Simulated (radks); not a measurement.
Values are calculated unless marked as measured or tabulated.
All-electron atom: Ca10+ in [He] 2s1 2p6 3s1 (not the ground configuration). Level of theory: scalar-relativistic Kohn-Sham, LDA (Slater exchange, Perdew-Wang correlation), spin-polarised, spherical densities, finite nucleus; open shells are filled with parallel spins first; Fermi nuclear charge, rms radius 3.4776 fm (a radial shooting solver on a logarithmic mesh with Libxc functionals).

Radial electron density D(r) = 4 pi r^2 rho(r):

| r (bohr) | D(r) (e/bohr) | spin D(r) |
|---|---|---|
| 0.0035 | 0.7264 | 0.0374 |
| 0.004378 | 1.092 | 0.0562 |
| 0.005477 | 1.629 | 0.0837 |
| 0.006908 | 2.434 | 0.125 |
| 0.008642 | 3.539 | 0.181 |
| 0.01081 | 5.056 | 0.257 |
| 0.01353 | 7.070 | 0.357 |
| 0.01692 | 9.625 | 0.480 |
| 0.02117 | 12.67 | 0.619 |
| 0.02649 | 16.02 | 0.756 |
| 0.03314 | 19.24 | 0.858 |
| 0.04179 | 21.82 | 0.875 |
| 0.05228 | 22.90 | 0.759 |
| 0.06541 | 22.22 | 0.500 |
| 0.08183 | 20.10 | 0.175 |
| 0.1024 | 17.74 | -0.0120 |
| 0.1281 | 16.71 | 0.224 |
| 0.1602 | 17.86 | 1.07 |
| 0.2005 | 20.28 | 2.32 |
| 0.2528 | 21.43 | 3.35 |
| 0.3163 | 18.99 | 3.37 |
| 0.3957 | 13.34 | 2.43 |
| 0.495 | 7.250 | 1.43 |
| 0.6193 | 3.412 | 1.19 |
| 0.7748 | 2.000 | 1.44 |
| 0.9694 | 1.419 | 1.33 |
| 1.213 | 0.7481 | 0.741 |
| 1.529 | 0.2128 | 0.213 |
| 1.913 | 0.03084 | 0.0308 |
| 2.394 | 0.001907 | 0.00191 |

D(r) has 2 maxima, at r = 0.0536, 0.245 bohr, and minima at 0.127 bohr, inside which lie 2.18 electrons.
